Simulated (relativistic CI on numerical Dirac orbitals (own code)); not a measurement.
# Radial parameters of Zr²⁺

Computed by Dirac-Coulomb-Breit CI, orbitals from a KLI potential per configuration, QED by a radiative potential, valence Slater integrals scaled by 0.85, P86 correlation energy added to each configuration (own radial code, finite nucleus).

Slater integrals F^k, G^k are unscaled and averaged over j, outside the closed core [Kr]; ζ comes from projecting the Hamiltonian with its Breit term on Σ l·s of the shell.

- 4d2: F^2(4d,4d) = 49721, F^4(4d,4d) = 32277, ζ(4d) = 347.46 cm⁻¹; <r>(4d) = 2.006, <r^2>(4d) = 4.769 (bohr units).
- 4d.5s: ζ(4d) = 408.71, G^2(4d,5s) = 17564 cm⁻¹; <r>(4d) = 1.95, <r^2>(4d) = 4.513, <r>(5s) = 3.148, <r^2>(5s) = 11.12 (bohr units).
- 4d.5p: ζ(4d) = 433.78, F^2(4d,5p) = 21633, G^1(4d,5p) = 10903, G^3(4d,5p) = 8816.6, ζ(5p) = 1059.4 cm⁻¹; <r>(4d) = 1.918, <r^2>(4d) = 4.356, <r>(5p) = 3.761, <r^2>(5p) = 15.86 (bohr units).

Give the Racah parameters of the d shell in 4d2.

B = F²/49 − 5F⁴/441 = 649 cm⁻¹ and C = 35F⁴/441 = 2562 cm⁻¹; values fitted to spectra at such low charge are typically 15 to 30 % smaller.

In this model ζ of a weakly bound d, f or g electron outside closed shells comes out too small, for d by up to a factor of two or three and at times with the wrong sign; that of an outer p electron is too small as well.

For a near-neutral ion this model can misplace configurations by up to about 10,000 cm⁻¹ (more where the count of f electrons changes) and terms by 10 to 25 % of their spread. Rates follow the energies as ν³ (E1, M1) or ν⁵ (E2), so they and the lifetimes can be off by large factors. The fine structure of a lone outer electron comes out too small, for d and f at times inverted, and misplaced configurations move strength between like terms. 26 of the 26 excited levels that our extract of the measured tables holds in this range could be paired (the sources list more); they are missed by 1246 cm⁻¹ on average and 3346 at most, and levels without a partner can miss by more.

Averages of the first 10 configurations, taken without configuration mixing, which lowers the lowest level and can move excited configurations by several eV; other configurations of the list can lie among them:

```tsv
Configuration	Parity	States	Average energy above the lowest level (eV)
4d2	even	45	0.8
4d.5s	even	20	2.9
5s2	even	1	6.8
4d.5p	odd	60	7.4
4d.4f	odd	140	15.6
5s.5p	odd	12	10.8
4d.5d	even	100	13.2
4d.6s	even	20	13.1
4d.6p	odd	60	14.8
4f2	even	91	34.0
```
